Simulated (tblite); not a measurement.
Compound: C7H12O2Si.
Bonds: C1–C2, C2–C3, C3–C4 (double), C4–O5, O5–C6, C4–Si7, Si7–C8, C8–C9 (double), C9–O10, C3–O10. Hydrogens: H11, H12, H13 on C1; H14, H15 on C2; H16, H17, H18 on C6; H19, H20 on Si7; H21 on C8; H22 on C9.

Structure optimised with GFN2-xTB, isolated species.

(1) Give the optimised bond lengths and angles.

Answers

(1) 
```
                  bond  length (pm)
                 C1–C2        152.9
                 C2–C3        150.5
                 C3=C4        134.8
                 C4–O5        138.4
                 O5–C6        140.2
                C4–Si7        187.7
                Si7–C8        185.7
                 C8=C9        133.4
                C9–O10        134.2
                C3–O10        136.6
C1–H11, C1–H12, C1–H13        108.7
        C2–H14, C2–H15        109.1
C6–H16, C6–H17, C6–H18        109.3
      Si7–H19, Si7–H20        147.5
                C8–H21        107.8
                C9–H22        108.5
```

Bonds in one row agree within 1 pm and their mean is given. A selection of angles:
```
    angle  degrees
 C1–C2–C3    111.2
 C2–C3–C4    122.8
C2–C3–O10    110.9
C4–C3–O10    126.3
 C3–C4–O5    115.1
C3–C4–Si7    122.0
O5–C4–Si7    122.8
 C4–O5–C6    116.6
C4–Si7–C8     97.9
Si7–C8–C9    121.8
C8–C9–O10    128.3
C3–O10–C9    123.8
```

Dihedral angles: C1–C2–C3–C4 -84° (synclinal); C2–C3–C4–O5 1° (synperiplanar); C3–C4–O5–C6 -161° (antiperiplanar); C3–C4–Si7–C8 -1° (synperiplanar); C4–Si7–C8–C9 1° (synperiplanar); Si7–C8–C9–O10 -1° (synperiplanar); C8–C9–O10–C3 0° (synperiplanar); C2–C3–O10–C9 -177° (antiperiplanar). The mirror-image conformer, all signs reversed, is as good.

The 6-membered ring C3–C4–Si7–C8–C9–O10 has internal angles of 97.9° to 128.3° (sum 720°, against 720° for a flat polygon); it is planar, 0.00 Å rms from its mean plane, widest ring torsion 1°. The C–Si distances run from 1.857 Å (Si7–C8, drawn single) to 1.877 Å (C4–Si7, drawn single), a spread of 0.020 Å. Of the pairs four or more bonds apart, Si7···H18 is among the closest relative to their van der Waals radii: 2.79 Å, 85 % of the sum of Bondi's values. Si7 (SiH2 silicon) is distorted tetrahedral (angles from 97.9° to 112.9°). The 4 C–O bonds span 1.342 Å (C9–O10, drawn single) to 1.402 Å (O5–C6, drawn single), a spread of 0.060 Å. The 4 C–C bonds span 1.334 Å (C8=C9, drawn double) to 1.529 Å (C1–C2, drawn single), a spread of 0.195 Å.

Point group: C1 (no symmetry element, even within 0.4 Å). Its GFN2-xTB frequencies are all real (lowest 43 cm⁻¹). One conformer, not necessarily the lowest. 3 starts were optimised and ended at 0.00, 0.01 and 3.82 kcal/mol (GFN2-xTB); the lowest of these is shown.

These are computed values.
